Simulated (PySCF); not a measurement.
C₆H₈O.
SMILES with atom numbers: `[CH2:1]=[C:2]=[C:3]=[CH:4][CH2:5][O:6][CH3:7]` (hydrogens: H8, H9 on C1; H10 on C4; H11, H12 on C5; H13, H14, H15 on C7)

Cartesian coordinates in Å at the GFN2-xTB level; atoms count from 1:
```xyz
15
C6H8O angstrom
C      3.9176    0.8049    0.2625
C      2.7285    0.2643    0.3196
C      1.5919   -0.2703    0.3995
C      0.4037   -0.8186    0.4688
C     -0.8024   -0.3056   -0.2564
O     -1.9172   -0.3915    0.6045
C     -3.1065    0.0482    0.0089
H      4.7518    0.3869    0.8028
H      4.1094    1.6879   -0.3257
H      0.2297   -1.6930    1.0808
H     -0.9804   -0.9245   -1.1568
H     -0.6469    0.7330   -0.5895
H     -3.8839   -0.0417    0.7647
H     -3.0303    1.0947   -0.3133
H     -3.3695   -0.5667   -0.8620
```

A PySCF run (density fitting, gas phase, GFN2-xTB geometry) gave HOMO -6.87 eV, LUMO -1.50 eV, dipole 1.47 D.

Question: Which of these levels was it?
A. PBE0/6-31G
B. B3LYP/def2-SVPD
C. PBE0/pcSseg-1
D. wB97X-D/def2-SVP

Answer: C. It is PBE0/pcSseg-1. All candidates on this geometry:

| level and settings | kind | basis functions | SCF cycles | E (Eh) | HOMO (eV) | LUMO (eV) | dipole (D) |
| --- | --- | --- | --- | --- | --- | --- | --- |
| B3LYP/def2-SVPD | global hybrid | 207 | 14 | -308.3556 | -6.69 | -1.72 | 1.33 |
| PBE0/pcSseg-1 | global hybrid | 159 | 14 | -308.1527 | -6.87 | -1.50 | 1.47 |
| PBE0/6-31G | global hybrid | 79 | 14 | -308.1005 | -6.61 | -1.12 | 1.65 |
| wB97X-D/def2-SVP, energy threshold 1e-06 Eh | range-separated hybrid | 138 | 8 | -308.2172 | -8.52 | 0.32 | 1.41 |

The nearest other candidate, by the summed differences of HOMO and LUMO, is B3LYP/def2-SVPD: its HOMO differs by +0.18 eV and its LUMO by -0.22 eV. wB97X-D ran without the empirical dispersion term, which would shift the total energy alone. Cycle counts include a coarse-grid stage where the run had one.
